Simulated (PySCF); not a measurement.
## Correlation energy of P⁺ (phosphorus, charge +1)

[Ne] 3s2 3p2, high-spin 3P determinant. All numbers are calculated (PySCF 2.14, the spin-free X2C one-electron Hamiltonian (Gaussian nucleus), in aug-cc-pCVTZ-DK). Frozen: [Ne]; 4 electrons correlated.

```json
{"level": "CCSD", "correlation energy (mhartree)": "-83.48"}
{"level": "(T)", "correlation energy (mhartree)": "-2.37"}
{"level": "CCSD(T)", "correlation energy (mhartree)": "-85.85"}
```

Diagnostics: T1 = 0.010, D1 = 0.0251, largest double amplitude 0.101.

Q: Is a single reference adequate?

A: Mostly. T1 lies below 0.03, but a double amplitude of this size points to a near-degeneracy that CCSD handles and MP2 describes poorly.
